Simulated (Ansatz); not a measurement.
`CN[SiH2]O` + `CC[Si]Cl` → `CN[SiH2]Cl` + `CC[Si]O`  (redistribution)

Calculated with Ansatz (gas phase, PBE0-D4/def2-TZVP geometries, no zero-point term in ΔE). CBS: MP2 limit from def2 TZ/QZ plus the TZ coupled-cluster correction, frozen cores. One conformer a species, not always the lowest.

`CN[SiH2]O`:

Cartesian coordinates in Å:
```
C -0.266 1.371 0.724
N -0.768 0.099 0.256
Si 0.190 -1.220 -0.245
O 0.758 -1.219 -1.796
H -0.245 2.144 -0.054
H 0.756 1.245 1.091
H -0.861 1.751 1.560
H -1.736 0.122 -0.021
H -0.653 -2.434 -0.190
H 1.351 -1.241 0.686
H 1.473 -0.618 -2.010
```

`CC[Si]Cl`:

```xyz
9

C    -0.416    0.763    0.385
C     0.067   -0.124   -0.750
Si    0.963   -1.767   -0.470
Cl    1.018   -1.862    1.618
H    -0.907    1.664    0.010
H     0.413    1.073    1.024
H    -1.127    0.235    1.024
H    -0.763   -0.404   -1.421
H     0.751    0.422   -1.421
```

`CN[SiH2]Cl`:

Cartesian coordinates in Å:
```
C -0.834 0.678 -0.915
N -0.473 -0.475 -0.115
Si 0.986 -0.611 0.742
Cl 1.163 0.670 2.365
H -1.355 1.454 -0.342
H -1.469 0.384 -1.755
H 0.070 1.127 -1.333
H -1.267 -0.994 0.228
H 1.076 -1.985 1.281
H 2.103 -0.247 -0.156
```

`CC[Si]O`:

Z-matrix (Å, degrees):
```
C
C 1 1.522
H 1 1.095 2 111.6
H 1 1.093 2 112.4 3 119.7
H 1 1.095 2 111.6 3 -120.5
Si 2 1.914 1 119.6 3 60.2
H 2 1.100 1 110.9 3 -177.0
H 2 1.101 1 110.9 3 -62.4
O 6 1.654 2 102.3 1 -0.6
H 9 0.963 6 118.6 2 0.1
```

| species | CCSD(T)/CBS(def2) energy (Eh) |
| --- | --- |
| `CN[SiH2]O` | -461.28708 |
| `CC[Si]Cl` | -827.97738 |
| `CN[SiH2]Cl` | -845.29269 |
| `CC[Si]O` | -443.97447 |

(1) Work out ΔE.

(2) What do rigid-rotor, harmonic-oscillator terms from PBE0-D4/def2-TZVP frequencies (298.15 K, 1 bar) make of the CCSD(T)/CBS value? (Estimate.)

Largest T1 diagnostic among the species: 0.013.

Results:

(1) ΔE = (-845.29269) + (-443.97447) − (-461.28708) − (-827.97738) = -0.00270 Eh = -7.1 kJ/mol.

(2) The calculation gave: ΔZPE = +1.7 kJ/mol, ΔH = -6.6 kJ/mol, ΔS = -17 J/(mol·K), ΔG = -1.5 kJ/mol. Modes under 50 cm⁻¹ make the entropy rough.

Leaving LDA and LC-ωPBE aside and taking each functional with its dispersion term where it has one, the values, not all of them listed here, spread over 4.3 kJ/mol, from ωB97X-V to BHLYP-D4.
